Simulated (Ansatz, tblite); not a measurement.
Removing and adding an electron: (H2Ga-mu-PSiH3)2 (Ga2Si4P2H16). Charge 0, multiplicity 1. Geometry: r2SCAN-D4/def2-SVP. Ansatz, gas phase; energy differences of separate SCF runs; the oxidised species was run as a doublet alone; the reduced species was run as a doublet alone.

Cartesian coordinates in Å:
```
Ga 0.697 -0.997 -1.330
H 1.983 -1.825 -1.003
H -0.029 -0.965 -2.714
P 0.950 1.278 -0.475
Si 3.018 1.750 0.261
Si 0.368 2.877 -1.940
Ga -0.686 0.981 1.314
H 0.041 0.945 2.698
H -1.970 1.813 0.992
P -0.941 -1.292 0.458
Si -0.374 -2.872 1.950
Si -3.020 -1.746 -0.263
H 3.397 0.676 1.223
H 3.028 3.077 0.945
H 3.977 1.774 -0.883
H 0.364 4.209 -1.266
H 1.328 2.902 -3.083
H -1.001 2.547 -2.428
H -0.367 -4.215 1.297
H 0.991 -2.536 2.444
H -1.344 -2.876 3.085
H -3.987 -1.636 0.869
H -3.348 -0.744 -1.316
H -3.077 -3.125 -0.832
```

The xTB rows come from tblite. HOMO above LUMO, or a gap near zero within one spin, warns that the state may not be the lowest or that an electron is smeared out.

Q: Estimate orbital energies and vertical ionisation energies and electron affinities at: GFN1-xTB; GFN2-xTB; PBE-D4/def2-SVP; PBE0-D4/def2-SVP.

A: 
```
           level  −HOMO (eV)  vertical IE (eV)  −LUMO (eV)  vertical EA (eV)  HOMO–LUMO gap (eV)  IE − EA (eV)                                                                   remarks
        GFN1-xTB       10.81             12.65        6.22              4.50                4.60          8.15                                                                         –
        GFN2-xTB       10.47             12.32        6.27              4.52                4.21          7.79                                                                         –
 PBE-D4/def2-SVP        6.10              8.20        1.27             -0.34                4.83          8.54  HOMO above zero (-1 doublet), gap within one spin near zero (-1 doublet)
PBE0-D4/def2-SVP        7.16              8.59        0.53             -0.61                6.62          9.20                                              HOMO above zero (-1 doublet)
```

   A HOMO above zero means that the electron is unbound at that level or that self-interaction error raises the level; the energy of removing that electron tells which. Raw xTB energy differences between charge states are shifted by several eV; the methods need an empirical correction for them. Sets without diffuse functions give affinities that are too small. A negative affinity means that the extra electron isn't bound; its size then hangs on the basis.
